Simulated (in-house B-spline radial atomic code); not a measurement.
Inner levels of technetium as electrons are removed. A shift is the extra binding of the orbital against the neutral atom ([Kr] 4d5 5s2). The density at the nucleus is averaged over the nuclear charge. Computed with a B-spline radial code for spherical atoms: Dirac-Hartree-Fock, average of the configuration, finite nuclei.

| ion | configuration | shift of 2p1/2 (eV) | shift of 1s1/2 (eV) | shift of 2s1/2 (eV) | radius of 2p1/2 (bohr) | radius of 1s1/2 (bohr) | radius of 2s1/2 (bohr) | Σ<r²> (bohr²) | change of density at nucleus (bohr⁻³) |
| --- | --- | --- | --- | --- | --- | --- | --- | --- | --- |
| Tc7+ | [Ar] 3d10 4s2 4p6 | 108.06 | 107.12 | 108.12 | 0.12717 | 0.034273 | 0.14893 | 14.07 | 16.818 |
| Tc8+ | [Ar] 3d10 4s2 4p5 | 133.8 | 133.66 | 133.78 | 0.12716 | 0.034272 | 0.14892 | 12.377 | 33.219 |
| Tc9+ | [Ar] 3d10 4s2 4p4 | 160.6 | 161.37 | 160.5 | 0.12715 | 0.034272 | 0.1489 | 10.81 | 50.599 |
| Tc10+ | [Ar] 3d10 4s2 4p3 | 188.45 | 190.24 | 188.25 | 0.12714 | 0.034271 | 0.14888 | 9.3537 | 68.949 |
| Tc11+ | [Ar] 3d10 4s2 4p2 | 217.31 | 220.24 | 216.99 | 0.12712 | 0.03427 | 0.14886 | 7.9952 | 88.27 |
| Tc12+ | [Ar] 3d10 4s2 4p1 | ? | ? | ? | ? | ? | ? | ? | ? |
| Tc13+ | [Ar] 3d10 4s2 | 278.01 | 283.6 | 277.43 | 0.12709 | 0.034269 | 0.14881 | 5.5314 | 129.82 |
| Tc14+ | [Ar] 3d10 4s1 | 310.61 | 317.4 | 309.49 | 0.12707 | 0.034269 | 0.14881 | 4.4949 | -50.913 |
| Tc15+ | [Ar] 3d10 | 344.09 | 352.18 | 342.39 | 0.12705 | 0.034268 | 0.14881 | 3.5132 | -245.87 |
| Tc16+ | [Ar] 3d9 | ? | ? | ? | ? | ? | ? | ? | ? |
| Tc17+ | [Ar] 3d8 | 477.03 | 485.08 | 474.95 | 0.12686 | 0.03427 | 0.14863 | 2.9783 | -156.09 |
| Tc18+ | [Ar] 3d7 | 546.95 | 555.2 | 544.61 | 0.12675 | 0.034271 | 0.14852 | 2.7377 | -107.32 |
| Tc19+ | [Ar] 3d6 | ? | ? | ? | ? | ? | ? | ? | ? |
| Tc20+ | [Ar] 3d5 | 693.6 | 702.72 | 690.54 | 0.1265 | 0.034273 | 0.14827 | 2.302 | -2.0369 |

Task: Fill in the row of Tc12+.

Result: shift of 2p1/2 (eV): 247.17; shift of 1s1/2 (eV): 251.37; shift of 2s1/2 (eV): 246.73; radius of 2p1/2 (bohr): 0.12711; radius of 1s1/2 (bohr): 0.03427; radius of 2s1/2 (bohr): 0.14884; Σ<r²> (bohr²): 6.724; change of density at nucleus (bohr⁻³): 108.56.

Task: Fill in the row of Tc16+.

Result: shift of 2p1/2 (eV): 409.4; shift of 1s1/2 (eV): 417.41; shift of 2s1/2 (eV): 407.53; radius of 2p1/2 (bohr): 0.12696; radius of 1s1/2 (bohr): 0.034269; radius of 2s1/2 (bohr): 0.14873; Σ<r²> (bohr²): 3.2361; change of density at nucleus (bohr⁻³): -202.28.

Task: Fill in the row of Tc19+.

Result: shift of 2p1/2 (eV): 619.15; shift of 1s1/2 (eV): 627.75; shift of 2s1/2 (eV): 616.48; radius of 2p1/2 (bohr): 0.12663; radius of 1s1/2 (bohr): 0.034272; radius of 2s1/2 (bohr): 0.1484; Σ<r²> (bohr²): 2.5127; change of density at nucleus (bohr⁻³): -55.973.
